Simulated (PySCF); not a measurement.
Working out the excitation energy of In

In [Kr] 4d10 5s2 5p1 (2P) → In [Kr] 4d10 5s1 5p2 (4P). Computed with PySCF 2.14 in aug-cc-pwCVDZ-PP with ECP28MDF (6s5p4d1f, 48 functions), with a scalar-relativistic core potential. Frozen: nothing. Energies in hartree (1 hartree = 27.21139 eV):

```json
{"part": "UHF", "In (lower)": "-189.205747", "In (upper)": "-189.098563"}
{"part": "MP2 opposite-spin", "In (lower)": "-0.253605", "In (upper)": "-0.211648"}
{"part": "MP2 same-spin", "In (lower)": "-0.133007", "In (upper)": "-0.126208"}
```

Question: What does Hartree-Fock give?

Answer: (-189.098563) − (-189.205747) = 0.107184 hartree = 2.917 eV.

Question: What do MP2 and SCS-MP2 (6/5 opposite-spin, 1/3 same-spin) give?

Answer: The opposite-spin parts differ by 1.142 eV and the same-spin parts by 0.185 eV. MP2: 2.917 + (1.142) + (0.185) = 4.244 eV. SCS-MP2: 2.917 + 1.2 × (1.142) + (0.185)/3 = 4.349 eV.

Measured between the centres of the two terms (NIST): 4.350 eV, so MP2 (valence and next inner shell) is off by -0.106 eV.

A double-zeta basis recovers only part of the correlation energy.

What remains against the reference includes basis incompleteness and correlation beyond second order.
